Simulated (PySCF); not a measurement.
C₂H₅ClOSi₂.

```xyz
11

O     -3.3469    -0.0692     1.4797
Si    -2.7957    -0.6938     0.0399
C     -0.9542    -0.6080    -0.0540
C      0.2673    -0.5276    -0.1080
Si     2.0913    -0.4208    -0.1891
Cl     2.6541     1.5483    -0.5382
H     -3.0820     0.8305     1.7056
H     -3.3243     0.0454    -1.1402
H     -3.2198    -2.1121     0.0117
H      2.6753    -0.8537     1.1039
H      2.5882    -1.2604    -1.3065
```
Charge 0, spin multiplicity 1.

The structure is a stationary point at B3LYP-D3(BJ)/def2-SVP. This is a generated structure with no PubChem entry under its InChIKey; it may be hypothetical. The values are those of a single conformer.

All values below come from PBE/pcSseg-1 run with PySCF. Non-relativistic, no solvent.

**Question.** Give the absolute GIAO shielding of each atom: isotropic value and principal components (ppm). (An estimate is asked for; the answer gives what the named calculation found.)

**Answer.** 
```csv
atom,σ(iso),σ11,σ22,σ33,span
O1,305.8,279.9,300.0,337.4,57.5
Si2,384.5,333.2,365.3,454.9,121.7
C3,59.6,-39.7,-28.5,247.1,286.8
C4,68.8,-30.2,-12.3,248.8,279.0
Si5,378.9,348.1,354.1,434.6,86.5
Cl6,956.7,876.8,975.4,1017.9,141.1
H7,30.4,22.7,26.5,41.9,19.2
H8,25.9,22.6,24.7,30.5,7.9
H9,26.2,23.1,24.8,30.8,7.7
H10,25.9,22.0,24.4,31.1,9.1
H11,25.9,22.1,24.4,31.2,9.1
```
